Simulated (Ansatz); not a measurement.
`C[SiH2][GeH3]` + `C[NH][InH2]` → `C[N]([GeH3])[InH2]` + `C[SiH3]` at 298.15 K and 1 bar (cleavage of the Ge–Si bond).

Calculated with Ansatz (gas phase, PBE0-D4/def2-TZVP geometries, no zero-point term in ΔE). CCSD(T)/CBS adds triple-zeta CCSD(T) − MP2 to the extrapolated MP2 energy (def2 sets, frozen cores). This one scheme is used for every species. Elements past krypton have def2 core potentials. For Ge, In outer-core shells are correlated without core-valence functions, which leaves a few kJ/mol of doubt a bond. Scalar relativity is left out up to krypton.

| species | CCSD(T)/CBS energy (Eh) | H − E (kJ/mol) | S (J/(mol·K)) |
| --- | --- | --- | --- |
| `C[SiH2][GeH3]` | -2408.05773 | 222.0 | 340.9 |
| `C[NH][InH2]` | -286.14916 | 189.4 | 318.2 |
| `C[N]([GeH3])[InH2]` | -2363.46641 | 230.5 | 381.6 |
| `C[SiH3]` | -330.73916 | 173.3 | 255.5 |

H − E and S are ideal-gas, rigid-rotor, harmonic terms from PBE0-D4/def2-TZVP. 1 Eh = 2625.50 kJ/mol, R = 8.31446 J/(mol·K).

By hand: ΔE, ΔH, ΔS and ΔG.

ΔE = (-2363.46641) + (-330.73916) − (-2408.05773) − (-286.14916) = 0.00132 Eh = 3.5 kJ/mol. Δ(H − E) = 230.5 + 173.3 − 222.0 − 189.4 = -7.6, so ΔH = -4.1 kJ/mol. ΔS = 381.6 + 255.5 − 340.9 − 318.2 = -22.0 J/(mol·K). ΔG = -4.1 − 298.15 × (-22.0)/1000 = 2.5 kJ/mol.

By hand: the equilibrium constant, and the temperature at which ΔG would vanish if ΔH and ΔS stayed fixed.

log₁₀ K = −ΔG/(RT ln 10) = -0.4. ΔG = 0 at ΔH/ΔS = 186 K, though so small a ΔH makes that figure unsure.

TΔS isn't small against ΔH here. The sign of ΔG lies within the doubt. A doubt of 5 kJ/mol in ΔE shifts log₁₀ K by 0.9 here. These are equilibria of isolated gas molecules and say nothing of rates. Largest T1 diagnostic: 0.016 (customary marks: 0.02 for closed shells, 0.045 for open ones).
